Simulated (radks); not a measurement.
Task: These are the eigenvalues of the occupied orbitals of an atom or ion with whole-number occupations (eV). All-electron calculation, non-relativistic Kohn-Sham, r2SCAN, spin-polarised, spherical densities, point nucleus; meta-GGA in the generalised Kohn-Sham scheme. Program: a radial shooting solver on a logarithmic mesh with Libxc functionals.

1s: -134.5221

Which element is it, and in what charge state? The configuration may be excited. Open shells, if any, are filled with parallel spins first.

Result: Z = 4, beryllium, charge +2: Be2+ in [He]. The 1s level, -4.9436 hartree, gives Z - s = 3.1 by -(Z - s)^2/2, which with screening narrows Z to a few neighbours, and with so few levels the electron count can be read from the list.
